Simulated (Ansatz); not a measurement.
Basis-set series for CH₄FISn (`[CH3][SnH]([F])[I]`). Total charge 0; spin multiplicity 1. Sn, I: def2 effective core potential. The geometry is a stationary point of PBE0-D4/def2-TZVP.

| functional | basis | functions | energy (Eh) | HOMO (eV) | LUMO (eV) |
| --- | --- | --- | --- | --- | --- |
| PBE0-D4 | def2-SVP | 100 | -652.18781 | -7.65 | -1.23 |
| PBE0-D4 | def2-QZVPP | 398 | -652.39646 | -7.75 | -1.42 |
| ωB97M-V | def2-SVP | 100 | -652.18326 | -9.75 | 0.73 |
| ωB97M-V | def2-QZVPP | 398 | -652.39920 | -9.87 | 0.35 |

Problem. Give the rows for def2-TZVPP. (Best estimate.)

Solution. Computed: 
| functional | basis | functions | energy (Eh) | HOMO (eV) | LUMO (eV) |
| --- | --- | --- | --- | --- | --- |
| PBE0-D4 | def2-TZVPP | 218 | -652.38436 | -7.74 | -1.39 |
| ωB97M-V | def2-TZVPP | 218 | -652.38735 | -9.86 | 0.47 |

Positive LUMOs are unbound and depend on the basis.
